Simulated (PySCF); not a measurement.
# Energy of Tl²⁺ (thallium, charge +2) between two integer charges

The 6s alpha orbital of [Xe] 4f14 5d10 6s1 is emptied in steps (occupation f), with all orbitals relaxed, ending at [Xe] 4f14 5d10. Calculation: PySCF 2.14, in def2-SVP with the def2 core potential (60 electrons) (4s4p2d, 26 functions); scalar relativity through the core potential. The exact energy is a straight line in f; departures are measured from the line between the end points of the same method.

| f | UHF (eV) | LDA (eV) | PBE (eV) | PBE0 (eV) | r2SCAN (eV) | LC-wPBE (eV) | BHandHLYP (eV) | wB97X (eV) | M06-2X (eV) | CAM-B3LYP (eV) |
| --- | --- | --- | --- | --- | --- | --- | --- | --- | --- | --- |
| 1 | 0.000 | 0.000 | 0.000 | 0.000 | 0.000 | 0.000 | 0.000 | 0.000 | 0.000 | 0.000 |
| 0.8 | 0.035 | -0.732 | -0.729 | -0.533 | -0.657 | -0.089 | -0.362 | -0.140 | -0.341 | -0.333 |
| 0.6 | 0.051 | -1.099 | -1.096 | -0.801 | -0.988 | -0.134 | -0.544 | -0.206 | -0.512 | -0.500 |
| 0.4 | 0.050 | -1.099 | -1.098 | -0.802 | -0.988 | -0.135 | -0.546 | -0.203 | -0.509 | -0.502 |
| 0.2 | 0.033 | -0.732 | -0.733 | -0.536 | -0.659 | -0.091 | -0.366 | -0.132 | -0.340 | -0.336 |
| 0 | 0.000 | 0.000 | 0.000 | 0.000 | 0.000 | 0.000 | 0.000 | 0.000 | 0.000 | 0.000 |

```
   method  E(f=0) − E(f=1) (eV)  −ε at f=1 (eV)  −ε at f=0.4 (eV)
      UHF                28.176          28.396            28.130
      LDA                30.696          26.122            31.614
      PBE                30.264          25.721            31.167
     PBE0                29.931          26.604            30.594
   r2SCAN                30.098          26.008            30.923
  LC-wPBE                29.714          29.157            29.818
BHandHLYP                29.676          27.424            30.120
    wB97X                29.438          28.555            29.626
   M06-2X                29.750          27.636            30.186
CAM-B3LYP                30.089          28.016            30.498
```

Orbital energy along the path (eV):

```json
{"f": "1", "UHF": "-28.396", "LDA": "-26.122", "PBE": "-25.721", "PBE0": "-26.604", "r2SCAN": "-26.008", "LC-wPBE": "-29.157", "BHandHLYP": "-27.424", "wB97X": "-28.555", "M06-2X": "-27.636", "CAM-B3LYP": "-28.016"}
{"f": "0.8", "UHF": "-28.303", "LDA": "-27.947", "PBE": "-27.523", "PBE0": "-27.927", "r2SCAN": "-27.621", "LC-wPBE": "-29.379", "BHandHLYP": "-28.315", "wB97X": "-28.923", "M06-2X": "-28.462", "CAM-B3LYP": "-28.837"}
{"f": "0.6", "UHF": "-28.214", "LDA": "-29.779", "PBE": "-29.338", "PBE0": "-29.257", "r2SCAN": "-29.270", "LC-wPBE": "-29.598", "BHandHLYP": "-29.213", "wB97X": "-29.283", "M06-2X": "-29.334", "CAM-B3LYP": "-29.664"}
{"f": "0.4", "UHF": "-28.130", "LDA": "-31.614", "PBE": "-31.167", "PBE0": "-30.594", "r2SCAN": "-30.923", "LC-wPBE": "-29.818", "BHandHLYP": "-30.120", "wB97X": "-29.626", "M06-2X": "-30.186", "CAM-B3LYP": "-30.498"}
{"f": "0.2", "UHF": "-28.050", "LDA": "-33.445", "PBE": "-33.008", "PBE0": "-31.937", "r2SCAN": "-32.571", "LC-wPBE": "-30.047", "BHandHLYP": "-31.039", "wB97X": "-29.947", "M06-2X": "-31.004", "CAM-B3LYP": "-31.341"}
{"f": "0", "UHF": "-27.974", "LDA": "-35.263", "PBE": "-34.852", "PBE0": "-33.278", "r2SCAN": "-34.210", "LC-wPBE": "-30.290", "BHandHLYP": "-31.975", "wB97X": "-30.249", "M06-2X": "-31.934", "CAM-B3LYP": "-32.198"}
```

Reference removal energy between the ground levels: 29.852 eV (measured; NIST Atomic Spectra Database, ionization energies). UHF lacks correlation.
